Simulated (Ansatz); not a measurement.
Relaxation of C₂H₇FOSi₂ (13 atoms, charge 0, multiplicity 1), to a largest force component of 0.02 eV/Å in at most 50 steps.

Computed with RKS B3LYP/def2-SVP in Ansatz.

```xyz
13
Properties=species:S:1:pos:R:3:forces:R:3
O -1.315 -1.421 -0.215 -0.49 1.85 1.81
C -0.387 -0.313 -0.073 2.31 -3.29 -1.97
Si 1.146 -0.876 0.925 0.67 -0.28 0.76
C -0.026 0.399 -1.345 -4.36 -0.59 1.00
Si -0.942 1.247 0.568 -2.28 2.21 -0.67
F 0.218 2.352 0.835 0.22 0.07 0.50
H -1.068 -1.996 -0.926 0.75 -0.28 -1.01
H 1.711 -2.136 0.352 -0.20 0.00 -0.05
H 0.796 -1.096 2.396 -0.01 0.04 -0.64
H 2.267 0.133 0.896 -0.32 -0.06 -0.07
H -0.943 0.652 -1.968 1.07 -0.47 0.15
H 0.753 1.088 -1.412 1.81 1.06 -0.07
H -2.189 1.933 -0.018 0.83 -0.27 0.24
```

Question: Where does it end, and by what steps?

Answer: It converged. After 13 steps the energy has fallen by 1.884 eV; Si5 moved furthest, 0.47 Å.

| step | energy less start (eV) | largest force component (eV/Å) | accepted |
| --- | --- | --- | --- |
| 0 | 0.0000 | 4.362 | yes |
| 1 | -0.7592 | 1.513 | yes |
| 2 | -1.0677 | 1.857 | yes |
| 3 | -1.3768 | 1.370 | yes |
| 4 | -1.6383 | 2.428 | yes |
| 5 | -1.8154 | 0.822 | yes |
| 6 | -1.7917 | 1.279 | no |
| 7 | -1.8774 | 0.213 | yes |
| 8 | -1.8817 | 0.144 | yes |
| 9 | -1.8833 | 0.037 | yes |
| 10 | -1.8838 | 0.032 | yes |
| 11 | -1.8841 | 0.024 | yes |
| 12 | -1.8843 | 0.021 | yes |
| 13 | -1.8844 | 0.013 | yes |

```xyz
13
Properties=species:S:1:pos:R:3
O -1.364 -1.241 -0.112
C -0.332 -0.274 0.015
Si 1.194 -0.934 0.918
C -0.111 0.648 -1.264
Si -0.912 1.486 0.160
F -0.055 2.528 1.070
H -1.052 -1.929 -0.719
H 1.690 -2.140 0.180
H 0.846 -1.340 2.308
H 2.280 0.090 0.949
H -0.751 0.374 -2.113
H 0.926 0.843 -1.566
H -2.339 1.854 0.189
```

Whether the end is a true minimum wasn't checked by a vibrational analysis.

The run took 21 s on 2 threads of AMD EPYC 9R45 96-Core Processor (Zen 5), on a shared host, peak memory 0.34 GiB.
